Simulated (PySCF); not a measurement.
Input of a run (PBE0-D3(BJ)/def2-SVP geometry optimisation, gas phase (PySCF 2.14.0)), started from GFN2-xTB:
```
{"job": {"xc": "PBE0", "basis": "def2-SVP", "d3": "d3bj", "grid": 1, "kind": "geom"}, "charge": 0, "multiplicity": 1}
C      2.126464     0.103909     0.368995
C      1.321325    -0.312956    -0.829488
O      1.717268    -1.093630    -1.654320
C     -0.071650     0.302473    -0.906196
C     -0.155258     1.711549    -0.412167
C     -0.956969     1.764425     0.659496
C     -1.463923     0.439820     0.945706
C     -0.983170    -0.436674     0.048507
C     -1.232616    -1.896303    -0.065033
H      2.474058     1.125051     0.223557
H      2.987674    -0.548809     0.488894
H      1.507510     0.086134     1.262340
H     -0.422463     0.203234    -1.936567
H      0.371354     2.522906    -0.879914
H     -1.211706     2.639313     1.230702
H     -2.138971     0.216649     1.752728
H     -0.300016    -2.454345     0.023015
H     -1.660550    -2.135222    -1.038625
H     -1.918164    -2.228275     0.710909
```

Output (energies in Eh, forces in Eh/bohr):
```
step   0  E = -385.34647346  max force = 0.010524
step   1  E = -385.34879314  max force = 0.002080
step   2  E = -385.34882565  max force = 0.000834
step   3  E = -385.34882994  max force = 0.001792
step   4  E = -385.34884224  max force = 0.001750
step   5  E = -385.34886095  max force = 0.000960
step   6  E = -385.34886710  max force = 0.000653
step   7  E = -385.34884343  max force = 0.000989
step   8  E = -385.34886083  max force = 0.000697
step   9  E = -385.34886039  max force = 0.000250
step  10  E = -385.34885935  max force = 0.000202
step  11  E = -385.34885980  max force = 0.000060
optimisation converged
```

**Question.** Summarise the run.

**Answer.** The energy falls by 1.5 kcal/mol over 12 energy and gradient evaluations, the largest force component goes from 0.0105 to 6.0e-05 Eh/bohr, and the atoms move by 0.093 Å rms after alignment. Among the bonds, C5–H14, C6–H15 and C7–H16 change most and about equally (+0.016 Å). Bonds longer at the end by more than 0.005 Å: 14 of 19; shorter: 0. Among the angles that change most is C1–C2–C4, from 114.7° to 116.9°. The energy rose by more than 1e-6 Eh at steps 7 and 10. The first step brought 97 % of the lowering.

**Question.** What are the final bond lengths?

**Answer.** C1–C2 1.504 Å, C2=O3 1.206 Å, C2–C4 1.535 Å, C4–C5 1.496 Å, C5=C6 1.351 Å, C6–C7 1.460 Å, C7=C8 1.355 Å, C8–C9 1.487 Å, C4–C8 1.514 Å, C1–H10 1.102 Å, C1–H11 1.097 Å, C1–H12 1.100 Å, C4–H13 1.103 Å, C5–H14 1.091 Å, C6–H15 1.092 Å, C7–H16 1.092 Å, C9–H17 1.102 Å, C9–H18 1.103 Å, C9–H19 1.099 Å. Numbering counts from 1 in the input's order; the species is `CC(=O)[C@@H]1C=CC=C1C`.

The run used 176 basis functions and 77 SCF cycles in all. On one thread of an Arm Neoverse N1, no GPU (shared host), this took 4.8 min wall.

Stationary, but not proved a minimum. One conformer, not necessarily the lowest.

Conformer computed: `[CH3:1][C:2](=[O:3])[C@@H:4]1[CH:5]=[CH:6][CH:7]=[C:8]1[CH3:9]`: C1–C2–C4–C5 33°.
